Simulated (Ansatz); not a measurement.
Reaction (ligand exchange at the Sn–C bond): `N=[C](S)[SnH3]` + `OCF` → `FC[O][SnH3]` + `N=CS`

Isolated molecules relaxed with PBE0-D4/def2-TZVP in Ansatz; ΔE leaves out vibrations. CCSD(T)/CBS adds triple-zeta CCSD(T) − MP2 to the extrapolated MP2 energy (def2 sets, frozen cores). This one scheme is used for every species. Functionals use def2-TZVPP. def2 core potentials past Kr. For Sn outer-core shells are correlated without core-valence functions, which leaves a few kJ/mol of doubt a bond. One conformer a species, not always the lowest.

`N=[C](S)[SnH3]`:

Cartesian coordinates in Å:
```
N 1.041 -1.744 0.235
C 0.112 -0.900 0.374
S -1.235 -1.384 1.410
Sn 0.058 1.065 -0.556
H 1.786 -1.408 -0.371
H -1.952 -0.256 1.288
H 1.509 1.168 -1.449
H -1.303 1.186 -1.575
H -0.016 2.273 0.644
```

`OCF`:

Cartesian coordinates in Å:
```
O 0.608 0.302 0.843
C 0.012 -0.192 -0.287
F -0.523 0.826 -1.052
H -0.070 0.623 1.445
H -0.814 -0.879 -0.070
H 0.788 -0.680 -0.878
```

`FC[O][SnH3]`:

Z-matrix (Å, degrees):
```
C
O 1 1.354
F 1 1.398 2 110.7
H 1 1.095 2 109.7 3 117.5
H 1 1.100 2 113.4 3 -117.9
Sn 2 1.991 1 118.4 3 47.9
H 6 1.700 2 101.6 1 159.4
H 6 1.699 2 108.3 1 -81.6
H 6 1.705 2 106.3 1 40.5
```

`N=CS`:

Cartesian coordinates in Å:
```
N 0.267 -0.724 -0.755
C 0.000 0.357 -0.162
S -0.428 0.447 1.530
H 0.490 -0.554 -1.733
H 0.003 1.352 -0.620
H -0.332 -0.878 1.739
```

| level | ΔE (eV) |
| --- | --- |
| PBE-D4 | -0.42 |
| ωB97X-V | -0.55 |
| PBE | -0.44 |
| r2SCAN | -0.52 |
| HF/def2-TZVPP | -0.66 |
| MP2/def2-TZVPP | -0.44 |
| SCS-MP2/def2-TZVPP | -0.50 |
| SCS-MP2/def2-QZVPP | -0.51 |

Question: What does CCSD(T)/CBS give? (Best estimate.)

Answer: Computed: -0.47 eV. The listed levels differ from it by 0.05, -0.08, 0.03, -0.05, -0.19, 0.03, -0.03, -0.04 eV.

Largest T1 diagnostic among the species: 0.015.

In def2-TZVPP, CCSD(T) changes the Hartree–Fock value by +0.20 eV (the triples alone add +0.03 eV) and MP2 by +0.22 eV. The D4 term adds +0.04 eV with B3LYP and +0.02 eV with PBE0; it sums over pairs of atoms, weighted by their polarisabilities, and B3LYP, whose exchange is more repulsive, gets the larger term.

B3LYP here is the variant with VWN-RPA as its local correlation; programs differ in this.
